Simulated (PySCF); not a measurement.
**Bond energies at r²SCAN/def2-TZVPP beside a composite method**

PySCF, lowest determinants of a PBE0 search. The composite is CCSD(T) extrapolated to the basis-set limit from two correlation-consistent sets, with core-valence (CV) and scalar-relativistic (SR) terms as its label shows; it has no spin–orbit coupling and nothing beyond (T).

```csv
species,state (unpaired electrons),De r²SCAN (eV),De composite (eV),composite,dissociates to
GaCl,singlet (closed shell),4.95,4.84,CCSD(T)/CBS(DT)+CV,Ga + Cl
BeN,"quartet (σ ↑, π ↑↑)",2.06,1.57,CCSD(T)/CBS(TQ)+CV+SR,Be + N
RbH,singlet (closed shell),1.67,1.79,CCSD(T)/CBS(TQ),Rb + H
Mg2,singlet (closed shell),0.12,0.05,CCSD(T)/CBS(DT)+SR,Mg + Mg
Si2,triplet (π ↑↑),3.38,3.30,CCSD(T)/CBS(TQ)+CV+SR,Si + Si
Cs2,singlet (closed shell),0.28,0.44,CCSD(T)/CBS(DT),Cs + Cs
RbF,singlet (closed shell),4.80,5.09,CCSD(T)/CBS(DT)+CV,Rb + F
CI,doublet (π ↑),3.14,2.96,CCSD(T)/CBS(TQ)+CV,C + I
```

Problem. Does r²SCAN bind more or less than the composite, by how much on average, and where is the difference largest?

Solution. r²SCAN/def2-TZVPP binds more on average, method and basis taken together: the mean signed difference is +0.05 eV and the mean absolute one 0.19 eV; it is largest for BeN (+0.49 eV).

The molecules are drawn from runs that passed checks on state, spin purity and fit, so the hardest cases are missing and the errors look smaller than over all diatomics.

Correlated steps freeze the inner cores (2 to 46 orbitals); shallow outer-core shells are correlated. Closed-shell solutions of metal pairs were not tested for spin polarisation, which can lower them a little. Weak bonds: Cs2, Mg2. Basis-set superposition, not corrected here, can be much of De in a small basis, most of all at correlated wavefunction levels. Functionals without a dispersion term scatter widely for such bonds, and LDA overbinds them. These are scalar-relativistic numbers at best; spin–orbit coupling would shift them, the dissociation energy most. Where the molecule has an RHF reference, its open-shell atoms are computed with UHF. The CCSD T1 diagnostic is raised in CI, a sign that a single reference may not be enough there. States were picked by a PBE0 search and need not be the measured ground states.
